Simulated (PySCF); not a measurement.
## Al²⁺ (aluminium, charge +2) across methods

[Ne] 3p1, 2P determinant (an excited configuration). All numbers are calculated (PySCF 2.14, scalar relativity by spin-free X2C-1e, in x2c-TZVPPall with one added diffuse shell each of s, p, d type (6s6p4d1f, 51 functions)).

| method | E (hartree) | mean ε 2p α (eV) | mean ε 2p β (eV) | mean ε 3p α (eV) | Σ⟨r²⟩ (bohr²) | ⟨S²⟩ |
| --- | --- | --- | --- | --- | --- | --- |
| PBE0 | -241.5470 | -96.584 | -96.362 | -19.611 | 11.12 | 0.750 |
| M06 | -241.6618 | -97.035 | -96.852 | -19.333 | 11.11 | 0.750 |
| PBE | -241.5276 | -91.785 | -91.608 | -18.839 | 11.07 | 0.750 |
| UHF | -241.21760 | -109.75 | -109.38 | -21.501 | 11.41 | 0.750 |
| LDA | -240.5939 | -91.823 | -91.640 | -18.692 | 11.02 | 0.750 |
| wB97X-V | -241.6189 | -98.557 | -98.374 | -21.537 | 11.16 | 0.750 |
| revPBE | -241.6210 | -91.745 | -91.580 | -18.856 | 11.11 | 0.750 |
| r2SCAN | -241.6401 | -93.485 | -93.315 | -18.870 | 11.09 | 0.750 |
| TPSS | -241.6842 | -92.232 | -92.068 | -18.819 | 11.10 | 0.750 |
